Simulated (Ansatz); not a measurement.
```yaml
crystal:
  periodic: [false, false, false]
  atoms:
    - {symbol: C, position_ang: [1.013897, -1.618806, -0.439159]}
    - {symbol: N, position_ang: [0.228060, -0.468003, -0.246917]}
    - {symbol: W, position_ang: [-0.458588, 1.103382, 0.036791]}
    - {symbol: O, position_ang: [-1.901932, 0.578756, 1.089910]}
    - {symbol: F, position_ang: [-0.791138, 1.433577, -1.759826]}
    - {symbol: Cl, position_ang: [-1.130998, 3.359165, 0.347508]}
    - {symbol: Cl, position_ang: [1.433486, 1.694141, 1.191186]}
    - {symbol: H, position_ang: [1.164217, -1.810529, -1.506391]}
    - {symbol: H, position_ang: [1.992592, -1.472697, 0.034064]}
    - {symbol: H, position_ang: [0.538080, -2.496017, 0.011493]}
    - {symbol: H, position_ang: [-2.022276, -0.359968, 1.261940]}
basis:
  gaussian: {orbitals: def2-TZVPPP}
hamiltonian: {xc: {name: B3LYP}, dispersion: d3bjatm, pseudopotentials: {relativity: none}}
output: {forces: true}
```

```sh
$ ansatz run in.yaml --threads 2 --pin off --events-out ev --progress --plain --max-ram 32768MiB --backend cpu
```

(1) How does Ansatz answer? (Best estimate.)

Results:

(1) The calculation gave: The program refused the input.
```
Error: <dir> can't be read: No such file or directory (os error 2)
```

B3LYP here is the variant with VWN-RPA as its local correlation; programs differ in this.
